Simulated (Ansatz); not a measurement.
Energy profile

The step: SnH₄SO ([OH][SnH2][SH]) → SnH₂S ([S][SnH2]) + H₂O (still joined by a long Sn–O bond); bonds formed: O2–H4; bonds broken: S3–H4; bonds weakened to dative contacts: Sn1–O2 (atoms numbered as in the saddle structure below).

```
atom    x (Å)    y (Å)    z (Å)
 Sn1   0.2676   0.2596   0.8295
  O2  -0.8545  -0.4105  -0.8360
  S3   1.8551  -0.8192  -0.4501
  H4   0.3137  -0.7793  -1.1064
  H5   0.1000   1.9614   0.8310
  H6  -0.4767  -0.4513   2.1880
  H7  -1.2050   0.2391  -1.4560
```

Electronic energies by CCSD(T) at an estimated basis limit (MP2 extrapolated from triple and quadruple zeta, plus CCSD(T) − MP2 in triple zeta), on PBE0-D4/def2-TZVP structures; SnH$_{4}$SO, singlet; no counterpoise correction. Computed with Ansatz 0.2.0 (basis: def2-TZVPP and def2-QZVPP); correlated methods freeze the cores. Filled d shells of the heavier atoms are correlated. Core potentials replace the inner electrons of the atoms past krypton. The def2 sets are not built for correlating such inner shells, so the correlated values are less sure here. Extrapolation: Hartree–Fock as exp(−7.88 √X), correlation as X^−2.97.

(1) Give the profile in eV, counted from the start structure. (To be estimated.)

The T1 diagnostic stays at or below 0.021.

## Answers

(1) By the calculation:
```json
{"point": "start structure", "eV": "0.000"}
{"point": "saddle", "eV": "1.140"}
{"point": "end structure", "eV": "0.735"}
{"point": "separated: SnH$_{2}$S (linked as [S][SnH2]; Sn1, S3, H5, H6; singlet) + H$_{2}$O (O2, H4, H7; singlet)", "eV": "1.368"}
```

For scale, one of the runs: CCSD(T)/def2-TZVPP, 179 basis functions, launched by `ansatz run in.yaml --threads 4 --pin off --events-out ev --progress --plain --max-ram 9574MiB`. Time: 40 s of wall clock on 4 CPU threads of an Arm Neoverse V1; the host was shared. Peak host memory: 1.9 GiB.
